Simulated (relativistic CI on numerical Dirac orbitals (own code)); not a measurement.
## What each ingredient does to the levels of In III

Base calculation: Dirac-Coulomb-Breit CI, orbitals from a KLI potential per configuration, a model potential for QED, valence Slater integrals scaled by 0.85, P86 correlation energy added to each configuration.

CI space (outside the closed core [Kr]): 4d10.5s, 4d10.5p, 4d10.5d, 4d10.6s, 4d9.5s2, 4d10.6p, 4d10.4f, 4d10.7s, 4d10.6d, 4d10.7p, 4d10.5f, 4d9.5s.4f, 4d10.5g, 4d9.5s.5p, 4d10.8s, 4d10.7d, 4d10.8p, 4d10.9s, 4d10.9p, 4d9.5s.6p. Double excitations out of closed p, d and f shells are left out; levels of such configurations are missing from the list, as are those of other unlisted configurations, and high levels can miss mixing partners.

Variants: (1) self-excluded LDA correlation estimate; (2) valence Slater integrals scaled by 0.75; (3) configuration mixing switched off. Shifts of the energy above 4d10.5s 2S_1/2, in cm⁻¹, for the lowest level and the first level of each name with at least 55 % of one term (blank where a level changes its place among those of its configuration and J or its character, or is not in the variant):

```csv
Level,Base,Δ(1),Δ(2),Δ(3),Measured
4d10.5s 2S_1/2,0.0,0.0,0.0,0.0,0.0
4d10.5p 2P°_1/2,54613.0,+519.4,+153.5,+685.0,57181.1
4d10.5p 2P°_3/2,58512.3,+518.8,+150.6,+651.5,61523.2
4d10.6s 2S_1/2,120452.8,+4265.4,0.0,-124.2,126874.2
4d10.5d 2D_5/2,120863.1,+4909.5,+168.0,+1060.7,128742.5
4d10.5d 2D_3/2,121399.0,+2958.3,+53.6,+168.4,128452.8
4d9.5s2 2D_5/2,123744.0,-1565.4,-151.4,-1192.0,115568.7
4d9.5s2 2D_3/2,129609.2,+386.6,-60.5,-294.4,122414.8
4d10.6p 2P°_1/2,137859.8,+4121.2,+40.6,+102.7,144583.6
4d10.6p 2P°_3/2,139061.4,+4118.9,+46.1,+144.7,145922.6
4d10.4f 2F°_7/2,157501.2,+965.5,+23.3,+32.0,161976.8
4d10.4f 2F°_5/2,157516.1,+963.9,+29.1,+48.6,161968.8
4d9.5s.5p 4P°_5/2,161428.2,+453.0,+1589.3,+93.4,
4d10.7s 2S_1/2,162247.5,+4396.6,0.0,-101.6,169429.8
4d10.6d 2D_3/2,163576.3,+3772.7,-5.9,-107.5,170531.8
4d10.6d 2D_5/2,163730.4,+3773.4,-4.9,-103.2,170715.3
4d9.5s.5p 4P°_3/2,165573.4,+452.7,+1391.8,+82.5,
4d9.5s.5p 4F°_7/2,165716.5,+450.9,+1127.3,+11.0,
4d9.5s.5p 4F°_5/2,166089.4,+452.5,+1081.7,-14.1,
4d9.5s.5p 4F°_9/2,167245.2,+451.0,+1188.1,+35.6,
4d9.5s.5p 4F°_3/2,169244.2,+451.1,+1237.1,+21.6,
4d9.5s.5p 4P°_1/2,169326.3,+455.4,+1385.9,+103.9,
```

Correlation outside the listed configurations is missing or only estimated: errors of thousands of cm⁻¹ between configurations and terms are usual at this charge. Rates and lifetimes follow the computed energies and can be off by large factors. The fine structure of a lone outer electron comes out too small, for d and f at times inverted, and misplaced configurations move strength between like terms. 17 of the 17 excited levels that our extract of the measured tables holds in this range could be paired (the sources list more); they are missed by 6317 cm⁻¹ on average and 8175 at most, and levels without a partner can miss by more.

Measured levels: Moore, Atomic Energy Levels, vol. III, NSRDS-NBS 35 (1971 reprint of NBS Circular 467, 1958).

Ionisation energy from the two ground configurations alone: base 27.27 eV; self-excluded LDA correlation estimate 27.61 eV. The NIST ASD value (measured) is 28.0441 eV. The gap of more than 2 % comes from missing correlation.

LS names give the leading component of a level, which can be under half, so a name can repeat, a term be missing and a line seem to break the LS rules.
